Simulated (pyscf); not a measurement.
H₃C–Si(CH₃)(CH₃)–OH, singlet

Gas-phase minimum from PySCF at ωB97X-D3(BJ)/def2-SVP, one conformer. 

SMILES: C[Si](C)(C)O
```xyz
15

C     -1.8483    -0.7405     0.5239
Si    -0.1108    -0.0354     0.3966
C      0.5512     0.4078     2.0868
C      1.0092    -1.2825    -0.4535
O     -0.1299     1.4117    -0.4617
H     -1.8523    -1.6695     1.1183
H     -2.2636    -0.9818    -0.4690
H     -2.5295    -0.0236     1.0103
H     -0.0981     1.1496     2.5789
H      1.5615     0.8404     2.0100
H      0.6081    -0.4813     2.7359
H      0.6475    -1.5306    -1.4655
H      1.0564    -2.2231     0.1203
H      2.0349    -0.8905    -0.5478
H     -0.4491     1.3708    -1.3680
```
Charge 0, spin multiplicity 1.

Bonds (Å): C1–Si2 1.879, C1–H6 1.103, C1–H7 1.103, C1–H8 1.102, Si2–C3 1.869, Si2–C4 1.879, Si2–O5 1.683, C3–H9 1.102, C3–H10 1.102, C3–H11 1.102, C4–H12 1.103, C4–H13 1.103, C4–H14 1.102, O5–H15 0.962. Angles (°): Si2–C1–H6 110.8, Si2–C1–H7 111.7, Si2–C1–H8 110.9, H6–C1–H7 107.4, H6–C1–H8 107.9, H7–C1–H8 107.9, C1–Si2–C3 110.8, C1–Si2–C4 109.4, C1–Si2–O5 110.3, C3–Si2–C4 110.8, C3–Si2–O5 105.2, C4–Si2–O5 110.3, Si2–C3–H9 110.8, Si2–C3–H10 110.8 (the first ones only).

Properties at ωB97X-D3(BJ)/def2-SVP:

```json
{
  "harmonic_wavenumbers_unscaled": "134, 153, 167, 167, 194, 216, 235, 275, 283, 620, 672, 691, 699, 740, 764, 798, 814, 864, 888, 935, 1283, 1284, 1289, 1433, 1438, 1438, 1445, 1447, 1455, 3059, 3060, 3066, 3154, 3156, 3164, 3164, 3166, 3172, 3941 cm⁻¹",
  "zero_point_energy": "78.5 kcal/mol",
  "rotational_symmetry_number": "1",
  "Entropy of this conformer at 298 K and 1 atm, rigid rotor and harmonic oscillator, modes under 100 cm⁻¹ raised to 100": "370.4 J/(mol K)",
  "dipole_moment": "1.38 D"
}
```

Single-point totals, which compare only within one level:

| level | total energy (hartree) |
|---|---|
| ωB97X-D3(BJ)/def2-TZVP | -485.35016 |
| PBE/def2-TZVP | -484.82002 |
| r²SCAN/def2-TZVP | -485.09167 |
| B3LYP-D3(BJ)/def2-TZVP | -485.28177 |
| PBE0-D3(BJ)/def2-TZVP | -484.88635 |
| M06-2X/def2-TZVP | -485.11616 |
| ωB97M-D3(BJ)/def2-TZVP | -485.32168 |

Soft torsions are taken as harmonic, which can shift the entropy by several J/(mol K).
